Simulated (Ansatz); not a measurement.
Z-matrix (Å, degrees):
```
Si
C 1 1.826
C 1 1.809 2 42.8
H 1 1.483 2 121.8 3 -104.5
H 1 1.483 2 121.8 3 104.5
Cl 2 1.694 1 153.8 3 180.0
F 3 1.315 1 154.3 2 -180.0
```

Total charge 0; spin multiplicity 1.

Q: List the PBE/def2-TZVPP orbital energies in eV (Ansatz 0.2.0). (Estimate.)

A: Computed: Occupied: -2739.67, -1780.34, -661.16, -271.51, -270.70, -250.19, -190.97, -190.69, -190.66, -138.05, -94.83, -94.78, -94.74, -31.45, -22.18, -19.91, -14.96, -13.42, -12.31, -11.83, -11.45, -9.58, -9.45, -8.73, -7.43, -7.04, -6.56. Lowest empty: -1.64, -1.14, -0.40, 0.18, 0.42, 1.82, 2.00, 3.02.
